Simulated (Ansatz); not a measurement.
Consider the cleavage of the B–Si bond: `B[SiH2]/C=C/O` + `CN[SiH2]N` → `BN(C)[SiH2]N` + `O/C=C/[SiH3]`.

Gas-phase electronic energies from Ansatz, PBE0-D4/def2-TZVP geometries. CCSD(T)/CBS is the MP2 limit (def2-TZVPP, def2-QZVPP) plus CCSD(T) − MP2 in def2-TZVPP, frozen cores. Double bonds are as drawn, so ΔE can hold a change between cis and trans. DFT in def2-TZVPP. B3LYP here is the variant with VWN-RPA as its local correlation; programs differ in this. Each species was taken in one conformer, which may not be the lowest.

`B[SiH2]/C=C/O`:

Cartesian coordinates in Å:
```
B 0.100 -0.498 1.056
Si -0.050 1.467 1.071
C -0.572 0.444 -0.385
C 0.234 -0.432 -1.054
O -0.295 -1.407 -1.816
H -0.689 -1.302 1.444
H 1.264 -0.782 1.004
H 1.152 2.308 0.864
H -1.213 2.246 1.554
H -1.637 0.242 -0.479
H 1.306 -0.294 -1.133
H 0.400 -1.993 -2.126
```

`CN[SiH2]N`:

Z-matrix (Å, degrees):
```
C
N 1 1.444
H 1 1.095 2 111.3
H 1 1.093 2 109.4 3 -118.3
H 1 1.098 2 113.5 3 121.9
Si 2 1.710 1 125.5 3 142.8
H 2 1.008 1 114.0 3 -57.0
N 6 1.711 2 108.2 1 -154.0
H 6 1.494 2 103.6 1 -28.6
H 6 1.495 2 117.4 1 89.6
H 8 1.006 6 121.8 2 61.0
H 8 1.006 6 120.4 2 -147.6
```

`BN(C)[SiH2]N`:

```xyz
14

B     0.845    1.417   -0.227
N     0.157    0.238   -0.503
C    -0.067   -0.214   -1.871
Si   -0.514   -0.832    0.724
N    -0.290   -0.362    2.345
H     1.265    2.079   -1.136
H     1.008    1.756    0.910
H    -1.137   -0.297   -2.091
H     0.376    0.493   -2.573
H     0.384   -1.198   -2.041
H     0.125   -2.159    0.524
H    -1.973   -0.922    0.456
H    -0.803    0.420    2.719
H     0.624   -0.420    2.765
```

`O/C=C/[SiH3]`:

Z-matrix (Å, degrees):
```
Si
C 1 1.844
H 1 1.489 2 111.7
H 1 1.489 2 111.7 3 -119.9
H 1 1.488 2 108.5 3 120.1
C 2 1.334 1 121.6 3 -120.1
H 2 1.090 1 120.0 3 59.9
O 6 1.345 2 127.2 1 180.0
H 6 1.086 2 122.5 1 0.0
H 8 0.964 6 109.2 2 0.0
```

CCSD(T)/CBS gives -177.8 kJ/mol.

Another level gave -186.0 kJ/mol. Which?
A. B3LYP/def2-TZVPP
B. CCSD(T)/def2-TZVPP
C. r2SCAN-D4/def2-TZVPP
D. ωB97X-V/def2-TZVPP

A. B3LYP -186.0, ωB97X-V -175.3, r2SCAN-D4 -156.9, CCSD(T)/def2-TZVPP -181.6 kJ/mol.

Largest T1 diagnostic among the species: 0.013.

In def2-TZVPP, CCSD(T) changes the Hartree–Fock value by +56.1 kJ/mol (the triples alone add +8.1 kJ/mol) and MP2 by +65.2 kJ/mol. From PBE to PBE0 (25 % exact exchange), in def2-TZVPP and without D4, ΔE moves by −7.7 kJ/mol.
